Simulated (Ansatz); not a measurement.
C$_{3}$H$_{10}$AlNO, SMILES `C[O][AlH][N](C)C`, 16 atoms. Charge 0, multiplicity 1. Hardware: A = 2 threads of an AMD EPYC 7R13 on a shared host and a share of an NVIDIA H100 80 GB; B = 2 threads of an AMD EPYC 7R13 on a shared host. Correlated methods freeze the cores. Open-shell runs search over several starts.

Give the basis size and wall time and peak host memory of each of these runs in Ansatz. UKS PBE0-D4/def2-TZVPP energy of the cation [A]; RKS B97M-V/def2-TZVPP energy [A]; UKS B2PLYP (frozen core)/def2-TZVPP energy of the cation [A]; RHF-CCSD(T)/def2-TZVPP energy [A]; RKS PBE0-D4/def2-QZVPP energy [A]; RKS ωB97M-V/def2-SVP energy [B]; RKS PBE0-D4/def2-SVP energy [B]; UKS ωB97M-V/def2-TZVPP energy of the cation [A]; RKS ωB97M-V/def2-QZVPP energy [A]; RHF-MP2/def2-QZVPP energy [A]; RKS LC-ωPBE/def2-TZVPP energy [A]; RHF-CCSD(T)/def2-SVP energy [A]. (An estimate is asked.)

Ansatz gave: Other jobs shared the machine, so times are rough.

```csv
level,job,functions,wall time,peak host memory (GiB)
RKS LC-ωPBE/def2-TZVPP,energy [A],337,2.5 s,0.87
RKS PBE0-D4/def2-SVP,energy [B],138,2.7 s,0.38
RHF-CCSD(T)/def2-SVP,energy [A],138,2.8 s,0.77
RKS PBE0-D4/def2-QZVPP,energy [A],655,3.1 s,1.2
RKS B97M-V/def2-TZVPP,energy [A],337,3.2 s,0.94
UKS PBE0-D4/def2-TZVPP,energy of the cation [A],337,4.1 s,0.91
RHF-MP2/def2-QZVPP,energy [A],655,5.5 s,1.2
UKS ωB97M-V/def2-TZVPP,energy of the cation [A],337,6.5 s,1.1
RKS ωB97M-V/def2-QZVPP,energy [A],655,7.5 s,1.3
RKS ωB97M-V/def2-SVP,energy [B],138,8.5 s,0.51
RHF-CCSD(T)/def2-TZVPP,energy [A],337,13 s,0.84
UKS B2PLYP (frozen core)/def2-TZVPP,energy of the cation [A],337,13 s,1.5
```

LC-ωPBE has ω = 0.4 bohr⁻¹.
